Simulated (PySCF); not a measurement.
SMILES s1cccc1-c1ccccc1C=O, GFN2-xTB optimised geometry.

```
21

O     -0.93    -2.86    -0.10
C     -0.45    -1.78     0.16
C     -1.13    -0.49     0.00
C     -2.52    -0.49     0.00
C     -3.23     0.69     0.00
C     -2.55     1.90     0.01
C     -1.17     1.92    -0.02
C     -0.43     0.73    -0.05
C      1.01     0.78    -0.18
C      1.83    -0.05    -0.89
C      3.19     0.32    -0.83
C      3.39     1.44    -0.08
S      1.92     2.06     0.56
H      0.57    -1.71     0.60
H     -3.03    -1.45     0.02
H     -4.31     0.67     0.00
H     -3.10     2.83     0.03
H     -0.64     2.86    -0.04
H      1.47    -0.89    -1.46
H      3.98    -0.21    -1.32
H      4.31     1.94     0.14
```

Density from B3LYP/def2-SVP (PySCF 2.14.0) at that geometry.

Minimum of the electron density along straight lines between bonded atoms, close to the bond critical point (lines longer than 1.1 times the sum of covalent radii, or with two minima, are not listed):

```tsv
bond	length / Å	ρ at the minimum / e bohr⁻³	∇²ρ there / e bohr⁻⁵	position (fraction from the first atom)
O1–C2	1.206	[?]	0.47	0.67
C2–C3	1.467	0.278	-0.70	0.50
C3–C4	1.396	0.308	-0.78	0.50
C4–C5	1.379	0.318	-0.83	0.50
C5–C6	1.388	0.313	-0.81	0.50
C6–C7	1.381	0.317	-0.82	0.50
C3–C8	1.408	0.301	-0.74	0.50
C7–C8	1.395	0.309	-0.79	0.50
C8–C9	1.449	0.279	-0.69	0.49
C9–C10	1.370	0.319	-0.80	0.51
C10–C11	1.409	0.300	-0.75	0.50
C11–C12	1.358	0.325	-0.83	0.49
C9–S13	1.741	0.209	-0.43	0.47
C12–S13	1.716	0.219	-0.49	0.47
C2–H14	1.108	0.278	-1.05	0.64
C4–H15	1.080	0.287	-1.12	0.64
C5–H16	1.079	0.285	-1.09	0.63
C6–H17	1.080	0.285	-1.10	0.63
C7–H18	1.081	0.285	-1.09	0.63
C10–H19	1.076	0.286	-1.10	0.63
C11–H20	1.075	0.285	-1.10	0.63
C12–H21	1.072	0.287	-1.13	0.64
```

**Question.** Some entries are withheld; supply them.

**Answer.** 
- O1–C2, ρ at the minimum / e bohr⁻³: 0.411
